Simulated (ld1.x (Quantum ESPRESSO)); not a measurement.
# Before and after: TM semilocal potential for lutetium

lutetium (Lu), norm-conserving Troullier–Martins (semilocal form), made with ld1.x (Quantum ESPRESSO) 7.5 (LDA (PZ), scalar-relativistic). Core [Xe], reference 4f14 5d1 6s1.75 6p0.25. Waves: 6p (bound): rc 3.20 bohr; 5d (bound): rc 2.40 bohr; 4f (bound): rc 1.25 bohr; 6s (bound): rc 3.05 bohr. Local part: the s channel. Core correction: none.

Change: core correction a·sin(br)/r model core inside 1.06 bohr.

Cutoffs: the cutoffs (Ry, on a coarse ladder) from which the occupation-weighted sum of valence levels, in a spherical-Bessel basis at the reference potential, stays within 10 and 1 mRy of its value at 400 Ry; they do not see the model core or the augmentation charge, which bear on the density cutoff. Errors are all-electron minus pseudo energies relative to the spin-unpolarised reference configuration.

Question: How do hardness, ghosts and transferability respond?

Answer: Of the 9 tests that both files solve, the error grows in 2 and shrinks in 6 by more than 15 % and 0.3 meV (median size 39.7 → 8.8 meV); neither file shows a bound ghost at the reference potential, the only one tested. A semilocal file is local in each channel, so a ghost entry of none says nothing of the separable form that plane-wave codes build from it. A model core, the more so a compact one, raises the density cutoff, which this test does not measure.

```tsv
quantity	base	changed
cutoff, loose	300 Ry	300 Ry
cutoff, tight	over 300 Ry	over 300 Ry
bound ghosts	none	none
error for 4f14 5d1 6s2 6p0, meV [ΔE -0.86 eV]	+0.5	0.0
error for 4f14 5d1 6s1 6p0, meV [ΔE 6.72 eV]	+6.6	-4.7
error for 4f14 5d1 6s0 6p0, meV [ΔE 20.29 eV]	+86	-36
error for 4f14 5d2 6s1 6p0, meV [ΔE 2.14 eV]	-6.9	-24
error for 4f14 5d1 6s0 6p1, meV [ΔE 11.10 eV]	+40	-8.8
error for 4f13 5d1 6s2 6p0, meV [ΔE 16.92 eV]	-1009	-1064
error for 4f14 5d0 6s2 6p1, meV [ΔE 0.23 eV]	0.0	-47
error for 4f14 5d1 6s1.75 6p0.25 (spin-polarised), meV [ΔE -0.20 eV]	+72	+1.7
error for 4f14 5d1 6s2 6p0 (spin-polarised), meV [ΔE -0.96 eV]	+52	-0.6
s: phases at 3.51 bohr within 0.05 rad from the reference energy up to (Ry; the scan ends near 5)	1.5	1.5
p: phases at 3.51 bohr within 0.05 rad from the reference energy up to (Ry; the scan ends near 5)	0.9	0.9
d: phases at 3.51 bohr within 0.05 rad from the reference energy up to (Ry; the scan ends near 5)	to the end of the scan	to the end of the scan
f: phases at 3.51 bohr within 0.05 rad from the reference energy up to (Ry; the scan ends near 5)	3.4	3.4
```

Base: These tests converged, but a pseudo level misses the all-electron one widely, so the file describes the atom poorly there or has found another state: 4f13 5d1 6s2 6p0: 4f by 2.3 eV. Changed file: These tests converged, but a pseudo level misses the all-electron one widely, so the file describes the atom poorly there or has found another state: 4f13 5d1 6s2 6p0: 4f by 2.4 eV.
